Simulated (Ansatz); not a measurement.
`N[SiH2][AlH][OH]`, 10 atoms. Charge 0, multiplicity 1. All runs use 2 threads of an Arm Neoverse V1 on a shared host. Correlated methods freeze the cores.

(1) How many basis functions does each run have, and how long does it take in Ansatz? RKS CAM-B3LYP-D4/def2-TZVPP energy; RHF-MP2/def2-QZVPP energy; RKS PBE0-D4/def2-TZVP relaxation (7 steps); RKS ωB97M-V/def2-QZVPP energy; RKS PBE0-D4/def2-QZVPP energy; direct RPA on PBE orbitals/def2-TZVPP energy; RHF-CCSD(T)/def2-TZVPP energy; RKS HSE06 (plane-wave form)-D4/def2-TZVPP energy; RKS BHLYP-D4/def2-TZVPP energy; RHF-CCSD(T)/def2-SVP energy; RKS B2PLYP (frozen core)/def2-TZVPP energy; RKS ωB97M-V/def2-SVP energy. (Estimate.)

Answers

(1) Ansatz gave: Other jobs shared the machine, so times are rough.

| level | job | functions | wall time | peak host memory (GiB) |
| --- | --- | --- | --- | --- |
| RHF-CCSD(T)/def2-SVP | energy | 94 | 3.9 s | 0.31 |
| RKS BHLYP-D4/def2-TZVPP | energy | 230 | 4 s | 0.5 |
| RKS HSE06 (plane-wave form)-D4/def2-TZVPP | energy | 230 | 4.6 s | 0.51 |
| RKS CAM-B3LYP-D4/def2-TZVPP | energy | 230 | 4.7 s | 0.55 |
| RKS B2PLYP (frozen core)/def2-TZVPP | energy | 230 | 7.5 s | 0.51 |
| RKS ωB97M-V/def2-SVP | energy | 94 | 8.5 s | 0.27 |
| direct RPA on PBE orbitals/def2-TZVPP | energy | 230 | 9.5 s | 0.5 |
| RKS PBE0-D4/def2-QZVPP | energy | 434 | 13 s | 1.2 |
| RHF-MP2/def2-QZVPP | energy | 434 | 26 s | 2.1 |
| RKS ωB97M-V/def2-QZVPP | energy | 434 | 30 s | 1.5 |
| RKS PBE0-D4/def2-TZVP | relaxation (7 steps) | 172 | 33 s | 0.37 |
| RHF-CCSD(T)/def2-TZVPP | energy | 230 | 120 s | 3.7 |
